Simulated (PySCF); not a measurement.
Spin–spin coupling constants

Molfile (atoms numbered from 1):
```
C5H7F3O
     RDKit          3D

 16 15  0  0  0  0  0  0  0  0999 V2000
    2.0481    0.0446    0.2627 C   0  0  0  0  0  0  0  0  0  0  0  0
    0.6185   -0.0049    0.7778 C   0  0  0  0  0  0  0  0  0  0  0  0
   -0.4135   -0.2057   -0.3267 C   0  0  2  0  0  0  0  0  0  0  0  0
   -0.6112    1.0253   -1.1985 C   0  0  0  0  0  0  0  0  0  0  0  0
    0.0127    2.0405   -1.0670 O   0  0  0  0  0  0  0  0  0  0  0  0
   -1.7591   -0.6595    0.2113 C   0  0  0  0  0  0  0  0  0  0  0  0
   -1.6567   -1.8032    0.8893 F   0  0  0  0  0  0  0  0  0  0  0  0
   -2.6375   -0.8601   -0.7795 F   0  0  0  0  0  0  0  0  0  0  0  0
   -2.2853    0.2525    1.0336 F   0  0  0  0  0  0  0  0  0  0  0  0
    2.3167   -0.8854   -0.2639 H   0  0  0  0  0  0  0  0  0  0  0  0
    2.1935    0.8872   -0.4271 H   0  0  0  0  0  0  0  0  0  0  0  0
    2.7550    0.1684    1.0960 H   0  0  0  0  0  0  0  0  0  0  0  0
    0.5135   -0.8260    1.5036 H   0  0  0  0  0  0  0  0  0  0  0  0
    0.3759    0.9270    1.3118 H   0  0  0  0  0  0  0  0  0  0  0  0
   -0.0978   -1.0173   -1.0097 H   0  0  0  0  0  0  0  0  0  0  0  0
   -1.3880    0.9198   -1.9955 H   0  0  0  0  0  0  0  0  0  0  0  0
  1  2  1  0
  2  3  1  0
  3  4  1  0
  4  5  2  0
  3  6  1  0
  6  7  1  0
  6  8  1  0
  6  9  1  0
  1 10  1  0
  1 11  1  0
  1 12  1  0
  2 13  1  0
  2 14  1  0
  3 15  1  6
  4 16  1  0
M  END
```

Couplings: B3LYP/pcJ-1 (spin–dipole term only in couplings to heteroatoms) in PySCF 2.14.0 with density-fitted response routines, geometry PBE0-D3(BJ)/def2-SVP; gas phase, one conformer, non-relativistic. Couplings are averaged over pairs made equivalent by symmetry, fast rotation or ring inversion, so a value needn't be that of the named pair in this geometry, while other rotamers aren't included; one pair stands for each set, and the list holds a selection of those of at least 1.5 Hz over up to four bonds, among pairs with at least one F or H atom (others weren't computed). One-bond C–F couplings come out tens of Hz too large with common functionals.

Isotopes: $^{13}$C, $^{19}$F, $^{1}$H, $^{17}$O. Couplings to quadrupolar nuclei such as 17O and 33S are rarely resolved in practice.

```csv
pair,bonds,J (Hz)
"C1, H10",1,?
"C2, H13",1,?
"C2, H14",1,136.8
"C3, H15",1,130.5
"C4, H16",1,?
"C6, F7",1,-346.3
"C1, H14",2,?
"C2, H10",2,?
"C2, H15",2,?
"C3, F7",2,24.5
"C3, H13",2,-3.1
"C3, H14",2,-4.3
"C4, H15",2,-6.2
"C6, H15",2,-10.7
"F7, F8",2,61.5
"H10, H11",2,-14.2
"C1, H15",3,4.2
"C2, F7",3,1.6
"C2, H16",3,2.4
"C4, F7",3,?
"C4, H13",3,?
"O5, H15",3,-1.7
"C6, H13",3,4.3
"H10, H13",3,8.7
"H13, H15",3,1.6
"H13, H16",4,2.4
```

Estimate the withheld couplings, with signs.

Results:


- $^{1}J$(C1,H10) = 133.8 Hz (mean over equivalent pairs that range from 130.3 to 137.1 Hz in this conformer)
- $^{1}J$(C2,H13) = 133.6 Hz (bond length 1.101 Å, sp3 carbon)
- $^{1}J$(C4,H16) = 187.1 Hz (bond length 1.118 Å, sp2 carbon)
- $^{2}J$(C1,H14) = -3.7 Hz (angle at C2 110°)
- $^{2}J$(C2,H10) = -3.6 Hz (mean over equivalent pairs that range from -4.7 to -2.2 Hz in this conformer)
- $^{2}J$(C2,H15) = -3.8 Hz (angle at C3 111°)
- $^{3}J$(C4,F7) = 2.8 Hz (mean over equivalent pairs that range from 0.1 to 4.2 Hz in this conformer)
- $^{3}J$(C4,H13) = 9.2 Hz (dihedral angle 166°)
